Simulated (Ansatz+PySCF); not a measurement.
Values are calculated unless marked as measured or tabulated.
## Ansatz (development build ahead of 0.2.0) run

```yaml
crystal:
  periodic: [false, false, false]
  atoms:
    - { symbol: Li, position_ang: [0.0, 0.0, 0.0] }
    - { symbol: Be, position_ang: [1.4523, 1.9364, 4.19243] }
basis:
  gaussian: { orbitals: STO-3G }
magnetization:
  initial_magnetization: 1
hamiltonian:
  xc: hf
correlation:
  method: ccsd_t
  frozen_orbitals: { Be: 0, Li: 0 }
```

The input is written out in the form of the current development build from the run's settings. Correlation on restricted open-shell orbitals is semicanonical, with singles.

Results

```yaml
Converged: yes
Reference_energy: -21.66795 hartree
CCSD_correlation_energy: -0.05197 hartree
Triples_correction: 0.00000 hartree
Total_energy: -21.71992 hartree
Spin_squared_of_the_determinant: 0.750
Stability_test: minimum among restricted orbitals
T1_diagnostic: 0.003
Largest_doubles_amplitude: 0.19
```
